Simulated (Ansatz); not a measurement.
CH5ClOSn (`[CH3][SnH]([OH])[Cl]`), relaxed with RKS PBE0-D4/def2-TZVP in the Gaussian-basis code of Ansatz from a PBE-D4/def2-SVP geometry. The force threshold is 0.005 eV/Å; the program also tests the step.

Total charge 0; spin multiplicity 1. Sn: def2 effective core potential.

Start:

```xyz
9

C    -0.178   -1.296    0.552
Sn    0.178    0.799    0.174
O     1.052    1.114   -1.605
Cl   -1.976    1.821    0.099
H    -0.704   -1.401    1.519
H    -0.809   -1.705   -0.259
H     0.790   -1.832    0.586
H     1.175    1.690    1.261
H     0.471    0.809   -2.328
```

```tsv
step	energy (eV)	largest force (eV/Å)	largest move (Å)
1	-21515.7901	0.787	0.000
2	-21515.8572	0.269	0.092
3	-21515.8663	0.135	0.029
4	-21515.8673	0.048	0.023
5	-21515.8678	0.024	0.027
6	-21515.8680	0.035	0.020
7	-21515.8682	0.010	0.031
8 (rejected)	-21515.8677	0.198	0.061
9	-21515.8682	0.007	0.004
10	-21515.8683	0.008	0.025
11 (rejected)	-21515.8682	0.113	0.040
13	-21515.8684	0.014	0.028
15	-21515.8685	0.043	0.006
17 (rejected)	-21515.8168	1.710	0.199
19	-21515.8688	0.128	0.048
21	-21515.8695	0.166	0.134
23	-21515.8720	0.049	0.025
25	-21515.8748	0.194	0.140
27	-21515.8820	0.064	0.007
29 (rejected)	-21515.8810	0.494	0.081
31	-21515.8851	0.039	0.015
33 (rejected)	-21515.8853	0.044	0.024
35 (rejected)	-21515.8853	0.009	0.007
36	-21515.8853	0.000	0.002
```

End:

```xyz
9

C    -0.169   -1.330    0.618
Sn    0.114    0.699    0.101
O     0.794    0.668   -1.734
Cl   -1.969    1.761    0.009
H    -0.628   -1.403    1.603
H    -0.823   -1.782   -0.126
H     0.792   -1.844    0.620
H     1.092    1.704    1.072
H     0.796    1.526   -2.163
```

It took 110 s on 4 threads of an Arm Neoverse V1 on a shared host, with 0.46 GiB of host memory at the peak.
